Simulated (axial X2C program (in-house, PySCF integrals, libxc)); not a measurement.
## Ionising YB

All values come from calculations with an in-house relativistic program for diatomic molecules, spin-free (one-electron X2C) or two-component (2c: spin–orbit coupling with atomic mean-field Coulomb and Gaunt terms, which also bring small scalar terms), in Dyall basis sets with cores contracted in-house; open shells are unrestricted.

Basis sets: B dyall-v3z, Y dyall-cv3z. Frozen shells (counts by l): YB Y 3s2p1d, B 1s, 14 electrons correlated; YB⁺ Y 3s2p1d, B 1s, 13 electrons correlated. Coupled cluster in natural virtuals with an MP2 remainder. Where the outer core of a metal is frozen, bonds come out longer and ionisation energies lower.

```csv
Hamiltonian,level,YB state,Re (Å),ωe (cm⁻¹),De (eV)
spin-free,HF,"M_S = 2, Λ = 0",2.251,580.2,n/a
spin-free,PBE0,"M_S = 2, Λ = 0",2.214,590.1,n/a
spin-free,MP2,"M_S = 2, Λ = 0",2.188,637.7,n/a
spin-free,CCSD,"M_S = 2, Λ = 0",2.220,593.4,n/a
spin-free,CCSD(T),"M_S = 2, Λ = 0",2.224,591.9,n/a
```

Adiabatic ionisation energy (minimum to minimum, no zero-point term) and constants of YB⁺:

```json
{"Hamiltonian": "spin-free", "level": "HF", "YB⁺ state": "M_S = 3/2, Λ = 0", "IE (eV)": "5.66", "Re (Å)": "2.262", "ωe (cm⁻¹)": "525.6", "De (eV)": "n/a", "fragments": "Y+ + B"}
{"Hamiltonian": "spin-free", "level": "PBE0", "YB⁺ state": "M_S = 3/2, Λ = 0", "IE (eV)": "6.07", "Re (Å)": "2.221", "ωe (cm⁻¹)": "549.0", "De (eV)": "n/a", "fragments": "Y+ + B"}
{"Hamiltonian": "spin-free", "level": "MP2", "YB⁺ state": "M_S = 3/2, Λ = 0", "IE (eV)": "6.12", "Re (Å)": "2.185", "ωe (cm⁻¹)": "612.3", "De (eV)": "n/a", "fragments": "Y+ + B"}
{"Hamiltonian": "spin-free", "level": "CCSD", "YB⁺ state": "M_S = 3/2, Λ = 0", "IE (eV)": "6.06", "Re (Å)": "2.240", "ωe (cm⁻¹)": "540.3", "De (eV)": "n/a", "fragments": "Y+ + B"}
{"Hamiltonian": "spin-free", "level": "CCSD(T)", "YB⁺ state": "M_S = 3/2, Λ = 0", "IE (eV)": "6.09", "Re (Å)": "2.242", "ωe (cm⁻¹)": "540.8", "De (eV)": "n/a", "fragments": "Y+ + B"}
```

Q: Add the zero-point terms to the ionisation energy at CCSD(T), spin-free, and say whether the electron removed was bonding.

A: IE0 = IE + (ωe⁺ − ωe)/2 = 6.09 + (-0.003) = 6.09 eV. Re changes by 0.018 Å, so the electron was nearly non-bonding.

Each entry is the lowest single determinant of a limited PBE0 search at one distance. De goes to single-determinant-based atoms at the same level (for ions the charge split of lowest energy) and is withheld (n/a) where an atom does not fit its ground term or J level. Main or longest-lived isotopes. One determinant is a doubtful description, or other states lie close, for YB, YB⁺; these need not be ground states, and all values refer to the states named.
